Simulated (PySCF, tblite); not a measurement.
Isomers of C3H12OSi3, one GFN2-xTB conformer each. Single-point energies are computed at PBE0/pcSseg-1 (PySCF, gas phase, no added dispersion term), electronic only.

```json
{"SMILES": "O=C[SiH2]C[SiH2]C[SiH3]", "GFN2-xTB relative energy (kJ/mol)": "136.1"}
{"SMILES": "C=CC[SiH2][SiH2][SiH2]O", "GFN2-xTB relative energy (kJ/mol)": "0.0"}
```

Conformers: `[O:1]=[CH:2][SiH2:3][CH2:4][SiH2:5][CH2:6][SiH3:7]` with O1–C2–Si3–C4 23°, C2–Si3–C4–Si5 -35°, Si3–C4–Si5–C6 -49°, C4–Si5–C6–Si7 -56°; `[CH2:1]=[CH:2][CH2:3][SiH2:4][SiH2:5][SiH2:6][OH:7]` with C1–C2–C3–Si4 -98°, C2–C3–Si4–Si5 60°, C3–Si4–Si5–Si6 45°, Si4–Si5–Si6–O7 11°, Si5–Si6–O7–H 178°.

Question: What does PBE0/pcSseg-1 give for the same structures?

Answer: 
| SMILES | PBE0/pcSseg-1 E (Eh) | PBE0/pcSseg-1 (kJ/mol) | GFN2-xTB (kJ/mol) | point group |
| --- | --- | --- | --- | --- |
| C=CC[SiH2][SiH2][SiH2]O | -1064.59713 | 0.0 | 0.0 | C1 |
| O=C[SiH2]C[SiH2]C[SiH3] | -1064.57636 | 54.5 | 136.1 | C1 |

Both levels put the same isomer lowest. As drawn, the lower has an O–H bond, an Si–O bond and an Si–Si bond, which the higher lacks; the higher has a C=O bond, which the lower lacks.

Question: Which frontier levels, dipoles and rotational constants go with these structures?

Answer: 
```json
{"SMILES": "C=CC[SiH2][SiH2][SiH2]O", "HOMO (eV, PBE0/pcSseg-1)": "-7.06", "LUMO (eV)": "-0.81", "dipole (D)": "1.38", "A, B, C (MHz)": "1675, 983.1, 817.9"}
{"SMILES": "O=C[SiH2]C[SiH2]C[SiH3]", "HOMO (eV, PBE0/pcSseg-1)": "-7.06", "LUMO (eV)": "-1.58", "dipole (D)": "1.95", "A, B, C (MHz)": "1848, 856.1, 817.0"}
```

Question: What happens when harmonic zero-point energies from GFN2-xTB frequencies are added?

Answer: 
```
                 SMILES  ZPE (kJ/mol)  electronic (kJ/mol)  with ZPE (kJ/mol)
C=CC[SiH2][SiH2][SiH2]O         345.4                  0.0                0.0
O=C[SiH2]C[SiH2]C[SiH3]         335.9                 54.5               45.0
```

The zero-point energies span 9.5 kJ/mol. The order is unchanged.
